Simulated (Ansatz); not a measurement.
Cost and result for the atomization energy of C₂H₃AlCl₂O (`ClC1[CH2][Al]([Cl])[O]1`) (9 atoms, 9 bonds).

```
atom   x (Å)   y (Å)   z (Å)
 Cl1   1.410   0.998  -1.663
  C2  -0.056   0.230  -0.937
  C3  -0.262   0.721   0.511
 Al4   0.151  -1.139   0.849
 Cl5   0.413  -2.668   2.221
  O6   0.111  -1.162  -0.876
  H7  -0.870   0.483  -1.618
  H8   0.400   1.526   0.815
  H9  -1.298   1.011   0.697
```

Charge 0, multiplicity 1. Geometry: relaxed with PBE0-D4/def2-TZVP. Program: Ansatz. All runs use 4 threads of an Intel Xeon 6975P-C on a shared host. Times are those of one run each, without the atoms' runs, and a repeat can differ threefold. Electronic energies, without spin–orbit coupling; frozen cores. CCSD(T)/CBS adds CCSD(T) − MP2 in def2-TZVPP to the MP2 limit, and its time is that of the two runs behind it. T1 = 0.012. B3LYP takes the VWN-RPA correlation (the form of Gaussian; ORCA's B3LYP/G). HSE06 is the plane-wave form, built on full-range PBE exchange.

CCSD(T)/CBS is a level of theory with its own doubt, some kJ/mol a heavy atom from the limit and from the frozen cores, so smaller differences don't rank the functionals.

```tsv
level	functions	wall time	atomization (kcal/mol)	difference from CCSD(T)/CBS	per bond
BLYP-D4/def2-TZVPP	261	1.2 s	813.4	-8.0	-0.9
revPBE-D4/def2-TZVPP	261	1.3 s	820.1	-1.3	-0.1
PBE-D4/def2-TZVPP (with forces)	261	1.6 s	845.0	23.6	2.6
PBE0-D4/def2-TZVPP	261	2.2 s	826.4	5.0	0.6
BHLYP-D4/def2-TZVPP	261	2.2 s	784.8	-36.6	-4.1
HSE06-D4/def2-TZVPP	261	2.3 s	827.2	5.8	0.6
CCSD(T)/def2-SVP	111	2.8 s	770.9	-50.5	-5.6
B3LYP-D4/def2-TZVPP (with forces)	261	3.2 s	812.4	-9.0	-1.0
PBE-QIDH/def2-TZVPP	261	3.5 s	821.4	0.0	0.0
ωB97M-V/def2-TZVPP (with forces)	261	7 s	825.4	4.0	0.4
MP2/def2-QZVPP	471	14 s	841.3	19.9	2.2
CCSD(T)/def2-TZVPP	261	47 s	796.9	-24.5	-2.7
CCSD(T)/CBS(def2)	–	61 s	821.4	0.0	0.0
```

From BLYP to BHLYP (50 % exact exchange), in def2-TZVPP and without D4, the atomization energy moves by −23.4 kcal/mol: exact exchange takes away binding that semilocal exchange gives to molecules. The D4 term adds +9.5 kcal/mol with B3LYP and +5.0 kcal/mol with PBE0; it sums over pairs of atoms, weighted by their polarisabilities, and B3LYP, whose exchange is more repulsive, gets the larger term. In def2-TZVPP, CCSD(T) changes the Hartree–Fock value by +212.8 kcal/mol (the triples alone add +17.3 kcal/mol) and MP2 by +242.7 kcal/mol; breaking electron pairs costs correlation energy, which Hartree–Fock lacks.
